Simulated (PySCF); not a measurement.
r2SCAN0 on Rb⁻ (rubidium, charge -1), [Kr] 5s2, closed-shell 1S. All numbers are calculated (PySCF 2.14, scalar relativity through the core potential, in def2-QZVPPD with the def2 core potential (28 electrons) (7s5p4d3f, 63 functions)).

```
cycle= 1 E= -24.0963131087651  delta_E= -0.00114  |g|= 0.0101  |ddm|= 0.913
cycle= 2 E= -24.0963888970977  delta_E= -7.58e-05  |g|= 0.00433  |ddm|= 0.0647
cycle= 3 E= -24.0964014737329  delta_E= -1.26e-05  |g|= 0.000146  |ddm|= 0.0305
cycle= 4 E= -24.0964015722506  delta_E= -9.85e-08  |g|= 2.02e-05  |ddm|= 0.012
cycle= 5 E= -24.0964015745874  delta_E= -2.34e-09  |g|= 3.25e-06  |ddm|= 0.0021
cycle= 6 E= -24.0964015745998  delta_E= -1.24e-11  |g|= 2.96e-07  |ddm|= 3.76e-05
converged SCF energy = -24.0964015745998  <S^2> = -4.4408921e-15  2S+1 = 1
```

Highest occupied orbital energy: 0.436 eV; ⟨L²⟩ = 0.00; populations by l: s 4.00, p 6.00, d 0.00, f 0.00.

Problem. Can this result be used?

Solution. With care. The calculation finished and met its thresholds. Energies and moments cover only the electrons outside the core potential. At r2SCAN0 the highest occupied level has a positive energy, so only the finite basis holds that electron; in a semilocal or global hybrid functional this comes from self-interaction and does not mean that the real anion is unbound.
